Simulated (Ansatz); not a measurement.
A nudged elastic band was laid between two geometries of C2H6F2Si + FH (13 atoms, charge 0, multiplicity 1).

The calculation used RKS PBE-D4/def2-SVP in Ansatz.

```
movable images  : 8
climbing image  : no
spring          : 5.0 eV/Å²
optimiser       : quadratic models (default)
start path      : through a guess of the saddle point
force threshold : 0.05 eV/Å
iteration limit : 60
end points      : relaxed
```

Initial state:

```xyz
13
Properties=species:S:1:pos:R:3
Si -0.278 0.473 1.263
C 0.266 0.722 -0.509
C -0.526 -0.113 -1.528
F -0.578 1.911 1.976
F 0.985 -0.149 2.156
H -1.463 -0.402 1.502
H 1.276 -1.602 1.264
F 0.966 -2.123 0.538
H 1.347 0.469 -0.554
H 0.189 1.810 -0.724
H -1.612 0.113 -1.496
H -0.178 0.086 -2.561
H -0.395 -1.193 -1.328
```

Final state:

```xyz
13
Properties=species:S:1:pos:R:3
Si -0.660 -0.057 2.263
C 1.059 0.119 -1.012
C -0.257 -0.054 -1.768
F -1.629 0.762 1.261
F 0.726 0.759 2.404
H -1.304 -0.229 3.584
H 1.282 -0.764 -0.378
F -0.343 -1.494 1.595
H 1.917 0.256 -1.701
H 1.036 1.003 -0.342
H -1.110 -0.177 -1.071
H -0.482 0.824 -2.407
H -0.236 -0.946 -2.428
```

(1) What changes between the two ends?

(2) What energy profile does the band end with?

(3) What is the geometry of the highest image?

Results:

(1) Bonds broken: Si1–C2, H7–F8. Bonds formed: Si1–F8, C2–H7. C2H6F2Si + FH becomes C2H6 + F3HSi.

(2) The run converged. The highest image is number 4 of 0 to 9, 0.65 eV above the first end and 1.88 eV above the last; the last end lies 1.22 eV below the first. No image climbed, so the highest image needn't sit at the top of the path. The orbitals stay closed-shell, which can raise the energy where a bond breaks towards radicals; this wasn't checked here.

```tsv
image	path coordinate (Å)	energy (eV)	Si1–C2 (Å)	H7–F8 (Å)	Si1–F8 (Å)
0	0.00	0.00	1.87	0.95	2.97
1	1.02	0.01	1.87	0.95	2.92
2	2.04	0.14	1.87	0.94	2.89
3	3.06	0.29	1.89	0.94	2.77
4	4.08	0.65	1.96	0.98	2.24
5	5.10	0.60	2.41	1.61	1.73
6	6.12	-0.55	3.08	1.87	1.64
7	7.14	-1.14	3.64	2.17	1.62
8	8.16	-1.22	3.79	2.46	1.62
9	9.18	-1.22	3.70	2.66	1.62
```

(3) 
```xyz
13
Properties=species:S:1:pos:R:3
Si -0.240 0.118 1.365
C 0.488 0.202 -0.457
C -0.598 0.126 -1.541
F -1.327 1.327 1.138
F 0.817 0.761 2.432
H -1.088 -0.956 1.963
H 1.120 -1.173 0.437
F 1.189 -1.608 1.312
H 1.394 -0.362 -0.819
H 0.898 1.232 -0.372
H -1.486 0.698 -1.216
H -0.252 0.554 -2.504
H -0.915 -0.919 -1.738
```

Time of the run: 4 min on 4 threads of Arm Neoverse N1, with other jobs on the host, peak memory 0.17 GiB.
